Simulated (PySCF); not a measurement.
**How methods differ on the ionisation energy of Tc(2+)**

Tc(2+) [Kr] 4d5 (6S) → Tc(3+) [Kr] 4d4 (5D), as a difference of total energies. Computed with PySCF 2.14 in def2-QZVPPD with the def2 core potential (28 electrons), with scalar relativity through the core potential. Correlated levels: valence: 4s2 4p6 frozen. The calculations carry no spin-orbit coupling.

| method | ionisation energy (eV) | difference from reference (eV) |
| --- | --- | --- |
| UHF | 28.878 | -0.672 |
| MP2 (valence) | 29.541 | -0.009 |
| SCS-MP2 (valence) | 29.099 | -0.451 |
| CCSD (valence) | 29.574 | +0.024 |
| CCSD(T) (valence) | 29.589 | +0.039 |

Reference: 29.55 eV (semi-empirical (NIST evaluation); NIST Atomic Spectra Database, ionization energies).

The reference lies between the lowest fine-structure levels, while these numbers refer to the centres of the terms.

Errors of the correlated levels include the incompleteness of this basis and the frozen core.
